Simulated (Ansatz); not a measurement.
A run of Ansatz (development build ahead of 0.2.0) on sextet CrCl in separate pieces at this shape:

```yaml
atoms:
  - { symbol: Cr, position_ang: [0.0000, 0.0000, 0.0000] }
  - { symbol: Cl, position_ang: [0.0000, 0.0000, 6.6300] }
```

Its results:

```yaml
Converged: yes
Total_energy: -1504.57112 hartree
Spin_squared_of_the_determinant: 9.448
Stability_test: minimum
```

Q: Which input gives this output? Name the method, the orbitals and the basis set, and write the input.

A: r²SCAN (unrestricted) in pcseg-2.

```yaml
crystal:
  periodic: [false, false, false]
  atoms:
    - { symbol: Cr, position_ang: [0.0, 0.0, 0.0] }
    - { symbol: Cl, position_ang: [0.0, 0.0, 6.63] }
basis:
  gaussian: { orbitals: pcseg-2 }
magnetization:
  spin_polarized: true
  initial_magnetization: 5
hamiltonian:
  xc: r2scan
```

Caution: charge can spread falsely over distant fragments; the unrestricted determinant is spin contaminated.
